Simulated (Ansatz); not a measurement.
Species: YO, charge 0, doublet. YO (SMILES [O]=[Y], doublet).
B3LYP-D3(BJ)/def2-TZVP minimum from Ansatz (an electronic-structure program):
```
O
Y 1 1.8018
```
Charge 0, spin multiplicity 2.

Total energies in hartree (Ansatz). Open shells are spin-unrestricted; no spin-orbit coupling. Cores are frozen in correlated methods (noble-gas shells, and filled d and f shells in the p block). Past Kr the def2 sets carry scalar-relativistic core potentials. Where a partner has so few electrons that a lower coupled-cluster level is exact, that level stands in. The determinant of Y ([Y], doublet) is a saddle point of the SCF energy; a lower one exists, which strains HF and MP2.

| species | HF/def2-TZVPP | CCSD(T)/def2-TZVPP | HF/def2-QZVPP | CCSD(T)/def2-QZVPP | CCSDT(Q)/def2-QZVPP |
|---|---|---|---|---|---|
| 1: YO (SMILES [Y]=[O], doublet) | -112.78168 | -113.09375 | -112.78823 | -113.12029 | -113.12092 |
| 2: Y (doublet) | -37.81868 | -37.86229 | -37.81939 | -37.86380 | -37.86461 |
| 3: O (triplet) | -74.81563 | -74.97674 | -74.81863 | -74.99407 | -74.99447 |

### Question
Work out the atomisation energy (electronic, to ground-state atoms) in kcal/mol: take Hartree-Fock from def2-QZVPP, extrapolate the CCSD(T) correlation energy as X^-3 (X = 3, 4), and add CCSDT(Q) - CCSD(T) in def2-QZVPP. 1 hartree = 627.51 kcal/mol.

### Answer

Species 1: correlation (64·(-0.33206) - 27·(-0.31207))/37 = -0.34665; step -0.00063; E1 = -112.78823 + (-0.34665) + (-0.00063) = -113.13551
Species 2: correlation (64·(-0.04441) - 27·(-0.04361))/37 = -0.04499; step -0.00081; E2 = -37.81939 + (-0.04499) + (-0.00081) = -37.86519
Species 3: correlation (64·(-0.17544) - 27·(-0.16111))/37 = -0.18590; step -0.00040; E3 = -74.81863 + (-0.18590) + (-0.00040) = -75.00493
-1·E1 +1·E2 +1·E3 = 0.26539 hartree = 166.5 kcal/mol.
